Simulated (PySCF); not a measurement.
ClF₃H₂OSi₂, SMILES F[Si](F)(F)O[SiH2]Cl.

Coordinates come from a B3LYP-D3(BJ)/def2-SVP optimisation. The structure was generated by enumeration, and PubChem lists no compound with its InChIKey, so it may never have been made. Other conformers were not sampled.

Computed with PBE/def2-TZVP in PySCF.

Isolated molecule, no solvent.

```json
{
  "total_energy": "-1414.85657 hartree",
  "highest_occupied_level": "-7.97 eV",
  "lowest_empty_level": "-1.21 eV",
  "orbital_gap": "6.75 eV",
  "dipole_moment": "2.05 D",
  "quadrupole, principal values (traceless, Buckingham form, about the centre of nuclear charge)": "-4.32, -0.55, 4.87 D·Å",
  "mean_static_polarisability": "59.9 bohr³ (8.87 Å³)",
  "polarisability_principal_values": "52.3, 61.6, 65.7 bohr³"
}
```
